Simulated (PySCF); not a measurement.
Species: H₉NOSi₃.
Geometry (PBE0-D3(BJ)/def2-SVP, Å), atoms numbered from 1 in this order:
```xyz
14
H9NOSi3 angstrom
N     -1.337   -1.857    0.116
Si    -0.462   -0.535   -0.614
Si    -1.241    1.645   -0.152
Si     1.733   -0.590    0.203
O      2.201    1.019    0.205
H     -1.323   -1.927    1.129
H     -2.270   -2.058   -0.229
H     -0.500   -0.736   -2.098
H     -2.706    1.759   -0.458
H     -1.064    1.959    1.301
H     -0.514    2.671   -0.961
H      2.670   -1.433   -0.609
H      1.739   -1.161    1.594
H      3.067    1.230    0.565
```

The closed-shell ground state was solved at several levels (PySCF, density fitting, gas phase, non-relativistic).

```csv
level,basis functions,HOMO (eV),LUMO (eV),gap (eV),dipole (D)
PBE0/pcSseg-0,75,-6.65,-0.45,6.20,1.55
"PBE0/6-311+G(2d,p)",213,-6.85,-0.88,5.97,1.31
KT3/pcSseg-1,151,-5.70,-1.42,4.28,1.36
PBE0/cc-pVTZ,288,-6.78,-0.61,6.17,1.31
PBE0/pcSseg-2,327,-6.86,-0.81,6.05,1.31
PBE0/def2-SVP,127,-6.67,-0.35,6.32,1.42
HF/pcSseg-1,151,-9.52,2.61,12.13,1.43
PBE0/def2-TZVP,227,-6.81,-0.71,6.10,1.32
```

Task: Estimate the row for B97-D/pcSseg-1, a basis of 151 functions; the other rows only guide the guess.

Result: HOMO -5.59 eV, LUMO -1.22 eV, gap 4.37 eV, dipole 1.39 D.

Task: Over all these levels, which gives the widest orbital gap and which the narrowest?

Result: HF/pcSseg-1 (Hartree–Fock, all exact exchange) has the widest, 12.13 eV, and KT3/pcSseg-1 (GGA) the narrowest, 4.28 eV. The two share the basis. From the narrowest to the widest the HOMO moves by -3.82 eV and the LUMO by +4.03 eV.

Task: How much does the basis alone move the frontier levels among the 6 PBE0 rows?

Result: The HOMO by 0.21 eV and the LUMO by 0.53 eV. By rising basis size (HOMO, LUMO in eV): pcSseg-0 -6.65, -0.45; def2-SVP -6.67, -0.35; 6-311+G(2d,p) -6.85, -0.88; def2-TZVP -6.81, -0.71; cc-pVTZ -6.78, -0.61; pcSseg-2 -6.86, -0.81.

Task: How far do the dipole and the HOMO energy spread over the levels?

Result: The dipole runs from 1.31 to 1.55 D (mean 1.38 D) and the HOMO from -9.52 to -5.59 eV.

One conformer stands for the species.
